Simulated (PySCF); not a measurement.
BF2H2N. Atoms are numbered in the order given.

```xyz
6

B      0.0000     0.0000     0.0380
F      0.0000     1.1398     0.7291
F      0.0000    -1.1398     0.7291
N      0.0000     0.0000    -1.3585
H      0.0000    -0.8532    -1.9018
H      0.0000     0.8532    -1.9018
```
Charge 0, spin multiplicity 1.

Geometry: B3LYP-D3(BJ)/def2-SVP. The values are those of a single conformer.

All values below come from B3LYP/pcSseg-2 run with PySCF.

GIAO shieldings, no solvent; atoms alike by connectivity are averaged. δ = σ(ref) − σ: ¹¹B against BF3 (σ = 86.3 ppm); ¹⁹F against CFCl3 (σ = 159.6 ppm); ¹⁵N against NH3 (σ = 260.3 ppm); ¹H against TMS (σ = 31.68 ppm), references at their B3LYP-D3(BJ)/def2-TZVP geometries, non-relativistic.

Task: Estimate the chemical shifts. (An estimate is asked for; the answer gives what the named calculation found.)

Result: 
| nucleus | atoms | count | δ (ppm) |
|---|---|---|---|
| ¹¹B | B1 | 1 | 7.5 |
| ¹⁹F | F2, F3 | 2 | -151.8 |
| ¹⁵N | N4 | 1 | 50.6 |
| ¹H | H5, H6 | 2 | 2.66 |
